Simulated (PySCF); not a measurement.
**Continuum solvent and chemical shifts**

Molfile (atoms numbered from 1):
```
C6H5F3
     RDKit          3D

 14 13  0  0  0  0  0  0  0  0999 V2000
   -2.6904    0.0072    1.0504 C   0  0  0  0  0  0  0  0  0  0  0  0
   -1.3843    0.0201    0.7392 C   0  0  0  0  0  0  0  0  0  0  0  0
   -0.9060   -0.0664   -0.6265 C   0  0  0  0  0  0  0  0  0  0  0  0
    0.3712   -0.0595   -1.0748 C   0  0  0  0  0  0  0  0  0  0  0  0
    1.5875    0.0481   -0.3110 C   0  0  0  0  0  0  0  0  0  0  0  0
    1.5287    0.1808    1.0180 F   0  0  0  0  0  0  0  0  0  0  0  0
    2.8162    0.0287   -0.8577 C   0  0  0  0  0  0  0  0  0  0  0  0
    3.9237    0.1382   -0.1775 F   0  0  0  0  0  0  0  0  0  0  0  0
    3.0291   -0.1011   -2.1434 F   0  0  0  0  0  0  0  0  0  0  0  0
   -3.0301    0.0709    2.0866 H   0  0  0  0  0  0  0  0  0  0  0  0
   -3.4599   -0.0677    0.2754 H   0  0  0  0  0  0  0  0  0  0  0  0
   -0.6429    0.0962    1.5373 H   0  0  0  0  0  0  0  0  0  0  0  0
   -1.6844   -0.1500   -1.3927 H   0  0  0  0  0  0  0  0  0  0  0  0
    0.5371   -0.1407   -2.1516 H   0  0  0  0  0  0  0  0  0  0  0  0
  1  2  2  0
  2  3  1  0
  3  4  2  0
  4  5  1  0
  5  6  1  0
  5  7  2  0
  7  8  1  0
  7  9  1  0
  1 10  1  0
  1 11  1  0
  2 12  1  0
  3 13  1  0
  4 14  1  0
M  END
```

GIAO PBE0/pcSseg-1 in PySCF on one PBE0-D3(BJ)/def2-SVP conformer, non-relativistic, equivalent nuclei averaged. Solvents enter as an IEF-PCM continuum (benzene with ε = 2.3) around the gas-phase geometry. Shifts are referred to TMS, CFCl3 computed in the same medium.

Gas phase, δ in ppm: C7 162.7, C2 142.0, C5 137.3, C3 136.7, C1 129.8, C4 117.7, F8 -102.2, F9 -115.1, F6 -191.2, H12 7.32, H13 6.07, H14 5.68, H10 5.58, H11 5.55. Dipole moment 1.30 D.

Question: How does each δ change in the continuum?

Answer: 
```csv
atoms,environment,"Δδ, benzene"
C7,fully substituted alkene carbon,+0.6
C2,alkene CH,+0.4
C5,fully substituted alkene carbon,+0.6
C3,alkene CH,+0.5
C1,terminal =CH2 carbon,+1.1
C4,alkene CH,+0.7
F8,vinylic fluorine,+0.4
F9,vinylic fluorine,+1.6
F6,vinylic fluorine,+0.1
H12,hydrogen on an alkene CH,0.00
H13,hydrogen on an alkene CH,+0.11
H14,hydrogen on an alkene CH,+0.12
H10,hydrogen on a terminal =CH2 carbon,+0.09
H11,hydrogen on a terminal =CH2 carbon,+0.11
```

Changes are relative to the gas phase. The dipole moment becomes 1.44 D in benzene.

Question: Which nuclei move most (in ppm), and what does the model miss?

Answer: F9 (vinylic fluorine, +1.6 ppm) in benzene. A continuum only polarises the solute; specific hydrogen bonds, the anisotropy of aromatic solvents and changes of geometry or conformer are outside it.
